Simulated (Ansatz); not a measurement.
One change: `[CH3][Zn][S][Si](F)(F)F` becomes `O=C=N[Si](F)(F)F`.

Ansatz, PBE0-D4/def2-TZVP geometries, multiplicity 1. Each molecule was computed in one conformer, which needn't be the lowest.

Scalar relativity is left out up to krypton.

```json
{"property": "LUMO energy (B3LYP/def2-TZVPP) / eV", "`[CH3][Zn][S][Si](F)(F)F`": "-1.04"}
{"property": "LUMO energy (PBE0/def2-TZVPP) / eV", "`[CH3][Zn][S][Si](F)(F)F`": "-0.76"}
{"property": "HOMO–LUMO gap (PBE0/def2-TZVPP) / eV", "`[CH3][Zn][S][Si](F)(F)F`": "7.38"}
{"property": "HOMO energy (PBE0/def2-TZVPP) / eV", "`[CH3][Zn][S][Si](F)(F)F`": "-8.14"}
{"property": "LUMO energy (ωB97M-V/def2-TZVPP) / eV", "`[CH3][Zn][S][Si](F)(F)F`": "0.71"}
{"property": "HOMO–LUMO gap (B3LYP/def2-TZVPP) / eV", "`[CH3][Zn][S][Si](F)(F)F`": "6.81"}
```

(1) Give the same properties after the change, and the shifts. (An estimate is asked.)

Answers

(1) The calculation gave: 
```json
{"property": "LUMO energy (B3LYP/def2-TZVPP) / eV", "`O=C=N[Si](F)(F)F`": "-0.20", "shift": "0.84"}
{"property": "LUMO energy (PBE0/def2-TZVPP) / eV", "`O=C=N[Si](F)(F)F`": "0.06", "shift": "0.82"}
{"property": "HOMO–LUMO gap (PBE0/def2-TZVPP) / eV", "`O=C=N[Si](F)(F)F`": "9.96", "shift": "2.58"}
{"property": "HOMO energy (PBE0/def2-TZVPP) / eV", "`O=C=N[Si](F)(F)F`": "-9.89", "shift": "-1.75"}
{"property": "LUMO energy (ωB97M-V/def2-TZVPP) / eV", "`O=C=N[Si](F)(F)F`": "2.15", "shift": "1.44"}
{"property": "HOMO–LUMO gap (B3LYP/def2-TZVPP) / eV", "`O=C=N[Si](F)(F)F`": "9.42", "shift": "2.61"}
```

With PBE0 the HOMO falls by 1.75 eV and the LUMO rises by 0.82 eV, so the gap widens by about 2.57 eV. PBE moves the HOMO by -1.50 eV and ωB97M-V by -1.83 eV.

B3LYP here is the variant with VWN-RPA as its local correlation; programs differ in this.
